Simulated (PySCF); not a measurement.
Static response to an electric field

Species: C5H7NSSi.
Atom-mapped SMILES: `[CH3:1][C:2](=[C:3]=[S:4])[CH2:5][SiH2:6][C:7]#[N:8]` (hydrogens: H9, H10, H11 on C1; H12, H13 on C5; H14, H15 on Si6)

Cartesian coordinates in Å at the GFN2-xTB level; atoms count from 1:
```xyz
15
C5H7NSSi angstrom
C     -1.8602    0.5616   -0.7358
C     -1.0752    0.1388    0.4764
C     -1.6220   -0.5517    1.4336
S     -2.2684   -1.3788    2.5920
C      0.3790    0.5258    0.5187
Si     1.4429   -0.7531   -0.4241
C      3.1855   -0.0817   -0.4190
N      4.2557    0.3264   -0.4176
H     -2.8672    0.1540   -0.7088
H     -1.9230    1.6493   -0.7756
H     -1.3615    0.2142   -1.6398
H      0.7181    0.5839    1.5542
H      0.4887    1.5211    0.0843
H      1.0477   -0.8633   -1.8306
H      1.4553   -2.0385    0.2702
```

Level: PBE0/def2-SVPD (PySCF), static field, nuclei fixed, core orbitals frozen in the response. The polarisability tensor in these axes (au):

```
x   133.22  15.75 -26.49
y    15.75  96.21 -20.56
z   -26.49 -20.56 116.71
```

Q: Diagonalise the tensor; give its mean and Δα, where Δα² is half the sum of the squared differences of the eigenvalues.

A: Principal values 83.48, 100.46 and 162.19 au; mean 115.38 au = 17.10 Å³ = 19.02 × 10⁻⁴⁰ C²·m²/J; Δα = 71.74 au (62 % of the mean).

Q: What is the dipole moment, and where does it point?

A: (-3.25, 0.03, -1.03) D, 3.41 D in size, pointing from the negative to the positive side. Measured along this direction, the outermost atoms are N8 at the negative end and H9 at the positive end.

Q: Orientational against electronic polarisability at 500 K (dilute gas, rigid molecules)?

A: In Gaussian units μ²/3kT = 56.16 Å³ against 17.10 Å³, a ratio of 3.28; the Debye molar polarisation (4π/3)N_A(α + μ²/3kT) is 184.8 cm³/mol, leaving out the vibrational part.

Q: Estimate the molar refractivity from the static electronic polarisability.

A: Lorentz–Lorenz: R = (4π/3)N_A α = 2.5225 cm³/(mol·Å³) × 17.10 Å³ = 43.1 cm³/mol, in the limit of long wavelengths.

Q: Directions of the eigenvectors, and the extent of the frame along each?

A: Largest value along (0.73, 0.36, -0.59), where the nuclei span 7.12 Å; middle along (0.68, -0.40, 0.61), 4.99 Å; least along (0.02, 0.84, 0.54), 3.03 Å. The response follows the extents in order.

Geometry: GFN2-xTB, one conformer, isolated molecule.
